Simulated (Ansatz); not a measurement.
Two isomers of C2H5ClO2Si: A = `O=CC[SiH](O)Cl`, B = `Cl[SiH2]OC1CO1`.

Program: Ansatz. Geometries: PBE0-D4/def2-TZVP. ΔE: electronic, gas phase. CCSD(T)/CBS adds triple-zeta CCSD(T) − MP2 to the extrapolated MP2 energy (def2 sets, frozen cores). DFT in def2-TZVPP. B3LYP here is the variant with VWN-RPA as its local correlation; programs differ in this. Each species was taken in one conformer, which may not be the lowest.

**Question.** Which isomer does CCSD(T)/CBS put lower? Give the gap. (Best estimate.)

**Answer.** The calculation gave: A, by 41.0 kcal/mol.

**Question.** Give E(B) − E(A) in kcal/mol with B3LYP, r2SCAN-D4, B2PLYP, PBE-D4, PBE0-D4, ωB97M-V, CCSD(T)/def2-TZVPP. (Estimate.)

**Answer.** The calculation gave: B3LYP 40.4, r2SCAN-D4 39.6, B2PLYP 41.0, PBE-D4 38.8, PBE0-D4 38.4, ωB97M-V 39.9, CCSD(T)/def2-TZVPP 40.3. None reverses the order clearly.

Largest T1 diagnostic: 0.013.
